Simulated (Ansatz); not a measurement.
AlH₂I. Total charge 0; singlet. Geometry PBE-D4/def2-TZVP; atoms count from 1.

```xyz
4

Al   -0.0713   -0.2172    0.1077
H    -0.6878   -0.1505    1.5686
H     0.1278   -1.5547   -0.7231
I     0.6313    1.9224   -0.9532
```

In the def2 sets I takes a core potential; there is no spin–orbit coupling.

Estimate the Mulliken populations from the PBE0/def2-TZVP orbitals of Ansatz.


```
atom  charge (e)
 Al1        0.38
  H2       -0.08
  H3       -0.08
  I4       -0.23
```
Mulliken values and Mayer orders depend strongly on the basis.

And the Mayer bond orders between bonded heavy atoms (over 0.3)?

Al1–I4 1.17 (2.49 Å).
